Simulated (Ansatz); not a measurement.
Molecule: selenium dioxide, SeO2, charge 0, multiplicity 1. 
Structure (B3LYP-D3(BJ)/def2-TZVP (Ansatz, a first-principles code) minimum search):
```
Se
O 1 1.6119
O 1 1.6119 2 113.77
```
Charge 0, spin multiplicity 1.

Parts of the frozen-core correlation energy in STO-3G (Ansatz, hartree). Frozen orbitals: 16; correlated occupied orbitals by spin: 9 and 9; virtual: 3 and 3. No spin-orbit coupling. No relativistic terms. The restricted reference is unstable. The program attaches cautions to this run: large difference.

```json
[
 {"term": "reference (HF)", "value": "-2520.98518"},
 {"term": "MP2 opposite-spin", "value": "-0.17320"},
 {"term": "MP2 same-spin", "value": "-0.05460"},
 {"term": "CCSD correlation", "value": "-0.21899"},
 {"term": "(T)", "value": "-0.02652"},
 {"term": "FCI minus CCSD(T)", "value": "-0.00021"},
 {"term": "T1 diagnostic", "value": "0.046"},
 {"term": "largest doubles amplitude", "value": "0.393"}
]
```
